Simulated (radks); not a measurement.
Task: A nucleus of charge 26.5 with 26 electrons, 26 electrons, occupied as [Ar] 3d8. All-electron calculation, non-relativistic Kohn-Sham, r2SCAN, spin-unpolarised, spherical densities, point nucleus; meta-GGA in the generalised Kohn-Sham scheme. Program: a radial shooting solver on a logarithmic mesh with Libxc functionals. Some entries of the table are withheld. Estimate them.

orbital,occ.,eigenvalue (eV),<r^2> (bohr^2),<1/r> (bohr^-1)
1s,2,-7242.868,0.004514,26.01
2s,2,-849.2709,(1),5.604
2p,6,-733.0981,0.06560,5.542
3s,2,-95.8338,0.7516,1.749
3p,6,(2),(3),1.614
3d,8,-6.0084,2.242,1.155

Result: 
(1) 2s <r^2> (bohr^2): 0.08205
(2) 3p eigenvalue (eV): -61.1255
(3) 3p <r^2> (bohr^2): 0.8570
